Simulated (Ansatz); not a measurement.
The B1–H2 bond of BCl2H (SMILES ClBCl) is stretched (multiplicity 1, the rest rigid).
Geometry at rest (charge 0, multiplicity 1):
```xyz
4

B     -0.500    -0.316    -0.378
H     -1.341    -0.847    -1.014
Cl    -0.358     1.420    -0.419
Cl     0.584    -1.278     0.589
```

Correlated levels freeze the cores.

Codes used: Ansatz (a program for electronic structure). Values without a source in brackets are computed.

FIC-MRCISD+Q on CASSCF(2,2)/cc-pV(T+d)Z, total energies (hartree):

```
R (Å)       CASSCF       MRCISD  weight c² of the reference
-----  -----------  -----------  --------------------------
1.182  -944.406030  -944.846227                     0.87004
2.068  -944.309661  -944.740986                     0.86946
3.781  -944.250289  -944.675646                     0.87065
```

Question: Add the Davidson correction (E_MRCISD − E_CASSCF)(1 − c²)/c² and give the energies above the first point at the three levels.

Answer: 
Corrections (hartree): -0.065750, -0.064757, -0.063194. Above the first point (kcal/mol):
- R = 2.068 Å: CASSCF 60.5, MRCISD 66.0, with the correction 66.7
- R = 3.781 Å: CASSCF 97.7, MRCISD 107.0, with the correction 108.6
